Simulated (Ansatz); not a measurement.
`O[SiH2]O[SiH](F)F` + `O[SiH2]S` → `F[SiH](F)O[SiH2]S` + `O[SiH2]O`  (ligand exchange at the Si–O bond)

Gas-phase electronic energies from Ansatz, PBE0-D4/def2-TZVP geometries. CCSD(T)/CBS adds triple-zeta CCSD(T) − MP2 to the extrapolated MP2 energy (def2 sets, frozen cores). Functionals use def2-TZVPP. One conformer a species, not always the lowest.

Problem. Is it downhill or uphill in electronic energy at CCSD(T)/CBS, and by how much? (Best estimate.)

Solution. Ansatz gave: Uphill: ΔE = +0.03 eV.

Problem. What do these levels give: PBE-D4, r2SCAN-D4, PBE0-D4, ωB97X-V, PBE, PBE0, CCSD/def2-TZVPP, CCSD(T)/def2-TZVPP, HF/def2-QZVPP, SCS-MP2/def2-QZVPP, MP2/CBS(def2), CCSD/CBS(def2)? (Estimate.)

Solution. The calculation gave: PBE-D4 0.04, r2SCAN-D4 0.04, PBE0-D4 0.03, ωB97X-V 0.03, PBE 0.04, PBE0 0.04, CCSD/def2-TZVPP 0.03, CCSD(T)/def2-TZVPP 0.03, HF/def2-QZVPP 0.03, SCS-MP2/def2-QZVPP 0.03, MP2/CBS(def2) 0.03, CCSD/CBS(def2) 0.03 eV.

Largest T1 diagnostic among the species: 0.012.
